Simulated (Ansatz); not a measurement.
The cluster Te2Mo: single points at one geometry.

```yaml
crystal:
  periodic: [false, false, false]
  atoms:
    - {symbol: Mo, position_ang: [0.125974, 0.831756, 0.453700]}
    - {symbol: Te, position_ang: [-1.685762, -0.744318, 0.825900]}
    - {symbol: Te, position_ang: [1.559788, -0.087428, -1.279601]}
basis:
  gaussian: {orbitals: STO-3G}
hamiltonian: {xc: hf}
scf: {omitted_lower_state_checks: [starts]}
output: {orbitals: {seedname: orbitals}}
```

The file start.molden holds the orbitals of an earlier run on this structure, at another level or in another basis.

```sh
$ ansatz run in.yaml --threads 4 --pin off --events-out ev --progress --plain --max-ram 3916MiB
```

Output, abridged:

```
Functional definition: HF
907 factors; integrals over basis functions are off by at most 1.9e-4 eV
mean field evaluation 1: about -463398.4153 eV, gradient 6.2e1 eV
mean field evaluation 2: about -463398.4246 eV, gradient 6.2e1 eV
mean field evaluation 4: about -463413.5180 eV, gradient 1.3e1 eV
mean field evaluation 8: about -463414.5688 eV, gradient 1.0e0 eV
mean field evaluation 16: about -463414.7188 eV, gradient 1.2e-5 eV
mean field -463414.71883024 eV, -17030.1768032329 hartree, gradient 1.2e-5 eV, S^2 0.000000; 0 other end points of the search recorded, 0 dependent functions left out
reference -463414.71883024 eV, -17030.1768032329 hartree; 73, 73 occupied and 8, 8 virtual orbitals, 907 factors
Total energy: -463414.71883024 eV, -17030.1768032329 hartree
Checks for a lower state left out: starts
```

It took 1.1 s on 4 threads of Arm Neoverse V2 on a shared host.

The first input with `gaussian: {orbitals: def2-TZVPD, initial_orbitals: start.molden}`, `hamiltonian: {xc: pbe, dispersion: d4}` (abridged; 1.8 s):

```
Functional definition: PBE
mean field -16443.49019756 eV, -604.2871189624 hartree, gradient 1.7e-5 eV, S^2 0.000000
Total energy: -16443.64565119 eV, -604.2928317779 hartree
Checks for a lower state left out: starts
```

First input, but with `gaussian: {orbitals: def2-TZVP, initial_orbitals: start.molden}`, `hamiltonian: {xc: hse06, dispersion: d4}` (abridged; 3 s):

```
Functional definition: HSE06
mean field evaluation 16: about -16442.6349 eV, gradient 9.0e-6 eV
mean field -16442.63493986 eV, -604.2556888216 hartree, gradient 9.0e-6 eV, S^2 0.000000
Total energy: -16442.76736463 eV, -604.2605553421 hartree
Checks for a lower state left out: starts
```

As the first input, with `gaussian: {orbitals: def2-TZVPP, initial_orbitals: start.molden}`, `correlation: {method: ccsd_t}` and without the key `hamiltonian` (abridged; 94 s):

```
Functional definition: HF
mean field evaluation 16: about -16359.0157 eV, gradient 3.5e1 eV
mean field evaluation 32: about -16363.1056 eV, gradient 2.5e0 eV
mean field evaluation 64: about -16363.8616 eV, gradient 2.0e-2 eV
mean field evaluation 96: about -16364.4825 eV, gradient 1.2e-3 eV
mean field evaluation 128: about -16364.6736 eV, gradient 1.4e1 eV
mean field evaluation 160: about -16361.3211 eV, gradient 3.7e0 eV
mean field -16367.62229418 eV, -601.4990249381 hartree, gradient 3.1e-6 eV, S^2 0.000000; 2 other end points of the search recorded, 0 dependent functions left out; unrestricted orbitals would lower it
mean field evaluation 192: about -16369.2214 eV, gradient 1.2e0 eV
mean field evaluation 224: about -16367.5264 eV, gradient 7.4e-1 eV
mean field evaluation 256: about -16367.6223 eV, gradient 4.8e-5 eV
mean field evaluation 288: about -16367.6221 eV, gradient 4.5e-2 eV
mean field evaluation 320: about -16369.2262 eV, gradient 4.2e-1 eV
mean field evaluation 352: about -16369.2522 eV, gradient 4.1e-3 eV
[...]
cycle   5  -36.94533145 eV  change   -1.9e-2 eV  update   6.6e-3
cycle   6  -36.93823574 eV  change    7.1e-3 eV  update   5.2e-3
cycle   7  -36.92939664 eV  change    8.8e-3 eV  update   4.7e-3
cycle   8  -36.94197376 eV  change   -1.3e-2 eV  update   3.1e-3
cycle   9  -36.94089892 eV  change    1.1e-3 eV  update   2.3e-3
cycle  10  -36.93970810 eV  change    1.2e-3 eV  update   1.3e-3
cycle  11  -36.94175097 eV  change   -2.0e-3 eV  update   9.4e-4
cycle  12  -36.94036053 eV  change    1.4e-3 eV  update   3.6e-4
cycle  13  -36.94032596 eV  change    3.5e-5 eV  update   2.3e-4
cycle  14  -36.94040391 eV  change   -7.8e-5 eV  update   9.1e-5
cycle  15  -36.94039992 eV  change    4.0e-6 eV  update   5.0e-5
perturbative correction -1.96182099 eV, -0.0720955916 hartree
Total energy: -16406.52451508 eV, -602.9286551876 hartree
Checks for a lower state left out: starts
```

As the first input, with `gaussian: {orbitals: def2-TZVP, initial_orbitals: start.molden}`, `hamiltonian: {xc: pbe}`, `correlation: {method: rpa}` and without the key `output` (abridged; 11 s):

```
Functional definition: PBE
mean field -16443.47425532 eV, -604.2865330959 hartree, gradient 2.4e-6 eV, S^2 0.000000; unrestricted orbitals would lower it
mean field evaluation 16: about -16367.8580 eV, gradient 3.0e0 eV
mean field evaluation 32: about -16369.1449 eV, gradient 1.3e-1 eV
8 core orbitals not correlated: weight in the atoms' cores, before any rotation towards them, 1.000 or more for the frozen orbitals, at most 0.000 for the correlated occupied ones
Total energy: -16413.88631120 eV, -603.1991962049 hartree
Checks for a lower state left out: starts
```

The first input with `gaussian: {orbitals: def2-TZVPD, initial_orbitals: start.molden}`, `hamiltonian: {xc: pbe0, dispersion: d4}` (abridged; 4.9 s):

```
Functional definition: PBE0
mean field -16442.71848515 eV, -604.2587590544 hartree, gradient 1.4e-5 eV, S^2 0.000000
Total energy: -16442.85279092 eV, -604.2636947004 hartree
Checks for a lower state left out: starts
```

First input, but with `gaussian: {orbitals: def2-TZVP, initial_orbitals: start.molden}`, `hamiltonian: {xc: {name: BHLYP}, dispersion: d4}` (abridged; 4.7 s):

```
Functional definition: BHLYP
mean field -16435.67088830 eV, -603.9997646472 hartree, gradient 6.9e-6 eV, S^2 0.000000
Total energy: -16435.99448602 eV, -604.0116566440 hartree
Checks for a lower state left out: starts
```

Geometry: B3LYP-D4/def2-TZVP.

In the def2 sets Mo, Te take a core potential, while STO-3G treats all electrons; there is no spin–orbit coupling. HSE06 is defined as in plane-wave codes, on full-range PBE exchange. Correlated methods freeze 8 core orbitals; core or outer-core shells of Mo, Te are correlated, in sets that lack core-valence functions. The restricted singlet is unstable towards broken spin symmetry in Hartree–Fock (as tested in another run); at HF/STO-3G this wasn't settled. The restricted singlet is unstable towards broken spin symmetry at other levels; at PBE-D4/def2-TZVPD, HSE06-D4/def2-TZVP, PBE0-D4/def2-TZVPD, BHLYP-D4/def2-TZVP this wasn't settled. At CCSD(T)/def2-TZVPP T1 of the charge 0 singlet is large (up to 0.052), so the single-reference result is doubtful. At CCSD(T)/def2-TZVPP, RPA@PBE/def2-TZVP the restricted singlet (for correlated methods, its reference) is unstable: a solution with broken spin symmetry lies lower. At PBE0-D4/def2-TZVP a triplet of charge 0 lies 0.98 eV below the restricted singlet, each at its own geometry. The structure comes from a short search, and lower isomers may exist.
